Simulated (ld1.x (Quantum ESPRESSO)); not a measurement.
# Mn: one change to an ultrasoft potential, before and after

manganese (Mn), ultrasoft, made with ld1.x (Quantum ESPRESSO) 7.5 (PBE, scalar-relativistic). Core [Ne] 3s2, reference 3p6 3d5 4s0.5 4p0 (charge +1.5). Waves: 4s (bound): rcut 1.80, rcutus 2.35 bohr; 4s channel at -0.6 Ry: rcut 1.80, rcutus 2.35 bohr; 3p (bound): rcut 1.40, rcutus 1.50 bohr; 4p (bound, empty): rcut 1.40, rcutus 1.50 bohr; 3d (bound): rcut 1.30, rcutus 1.50 bohr; 3d channel at -0.95 Ry: rcut 1.30, rcutus 1.50 bohr. Local part: all-electron potential smoothed inside 1.15 bohr (lloc = -2). Core correction: a·sin(br)/r model core inside 0.80 bohr. Augmentation charge: PSQ, inside the norm-conserving radii.

Change: core correction a·sin(br)/r model core inside 1.54 bohr.

Cutoffs: the cutoffs (Ry, on a coarse ladder) from which the occupation-weighted sum of valence levels, in a spherical-Bessel basis at the reference potential, stays within 10 and 1 mRy of its value at 400 Ry; they do not see the model core or the augmentation charge, which bear on the density cutoff. Errors are all-electron minus pseudo energies relative to the spin-unpolarised reference configuration.

Q: How do hardness, ghosts and transferability respond?

A: The potential gets neither clearly harder nor softer (50 Ry and 80 Ry → 50 Ry and 80 Ry); both files keep a bound ghost (s); of the 7 tests that both files solve, the error grows in 3 and shrinks in 2 by more than 15 % and 0.3 meV (median size 1.3 → 2.1 meV). A wider model core is smoother and lowers the density cutoff, which this test does not measure.

```tsv
quantity	base	changed
cutoff, loose	50 Ry	50 Ry
cutoff, tight	80 Ry	80 Ry
bound ghosts	s	s
error for 3p6 3d5 4s2 4p0, meV [ΔE -15.27 eV]	+1.3	+2.1
error for 3p6 3d5 4s1 4p0, meV [ΔE -6.85 eV]	+0.6	+0.7
error for 3p6 3d5 4s0 4p0, meV [ΔE 8.75 eV]	-0.7	-0.5
error for 3p6 3d6 4s0 4p0, meV [ΔE -8.46 eV]	+1.7	+6.2
error for 3p6 3d5 4s1 4p1, meV [ΔE -11.41 eV]	-0.9	-0.6
error for 3p6 3d5 4s0 4p1, meV [ΔE -2.11 eV]	-3.6	-3.0
error for 3p6 3d4 4s0 4p0, meV [ΔE 41.27 eV]	+12	+23
s: phases at 2.55 bohr within 0.05 rad from the reference energy up to (Ry; the scan ends near 5)	4.0	4.0
p: phases at 2.55 bohr within 0.05 rad from the reference energy up to (Ry; the scan ends near 5)	4.7	4.7
d: phases at 2.55 bohr within 0.05 rad from the reference energy up to (Ry; the scan ends near 5)	to the end of the scan	to the end of the scan
lowest overlap eigenvalue by channel	s 0.33, p 0.13, d 0.95	s 0.33, p 0.13, d 0.95
```

 A true bound ghost makes a file unfit for plane-wave use even where its test errors are small: the radial tests pick states by their node count and pass the ghost by.
